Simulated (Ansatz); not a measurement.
```xyz
11

C    -1.704   -0.770    1.524
S    -1.027    0.479    0.403
B     0.474   -0.160   -0.220
Si    1.517    0.970   -1.512
H    -2.686   -1.075    1.163
H    -1.811   -0.333    2.517
H    -1.039   -1.630    1.565
H     0.844   -1.242    0.131
H     1.692    0.241   -2.801
H     0.861    2.275   -1.802
H     2.878    1.244   -0.968
```

Charge 0, multiplicity 1.

Q: List the ωB97M-V/def2-TZVPP orbital energies in eV (Ansatz 0.2.0). (An estimate is asked.)

A: The calculation gave: Occupied: -2427.23, -1806.39, -282.35, -221.20, -188.11, -164.30, -164.19, -164.17, -147.52, -101.63, -101.63, -101.61, -25.00, -21.27, -17.84, -15.96, -14.86, -14.37, -13.75, -11.88, -11.68, -11.06, -10.30, -10.15. Lowest empty: 0.41, 2.30, 2.50, 2.88, 3.16, 3.35, 3.61, 3.94.
